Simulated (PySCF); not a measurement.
BCl2, SMILES Cl[B]Cl, multiplicity 2.

Geometry optimised at r2SCAN-D4/def2-TZVP. The isomer is the one that the SMILES or the coordinates give; other isomers of the formula were not compared.

The numbers are results of TDA-M06-2X/def2-TZVPD (PySCF), not measurements.

Vertical excitations. Isolated molecule, no solvent.

```csv
state,energy (eV),λ (nm),f,main pairs
root 1,2.00,620,0.005,α HOMO→LUMO 98 %
root 2,5.53,224,0.000,α HOMO→LUMO+1 87 %
root 3,5.73,216,0.000,"α HOMO−2→LUMO 9 %, β HOMO→LUMO 87 %"
root 4,5.86,211,0.000,α HOMO−1→LUMO 93 %
root 5,6.02,206,0.000,β HOMO−1→LUMO 90 %
root 6,6.06,205,0.021,"α HOMO→LUMO+5 43 %, α HOMO→LUMO+8 24 %, α HOMO→LUMO+3 19 %, α HOMO→LUMO+11 10 %"
root 7,6.12,203,0.002,"α HOMO−2→LUMO 59 %, α HOMO→LUMO+2 18 %, β HOMO−1→LUMO+1 13 %"
root 8,6.27,198,0.047,"α HOMO→LUMO+2 73 %, β HOMO−1→LUMO+1 9 %"
root 9,6.43,193,0.023,α HOMO→LUMO+4 98 %
root 10,6.54,190,0.067,"α HOMO→LUMO+3 75 %, α HOMO→LUMO+5 14 %"
```
Unrestricted roots are not spin-pure.
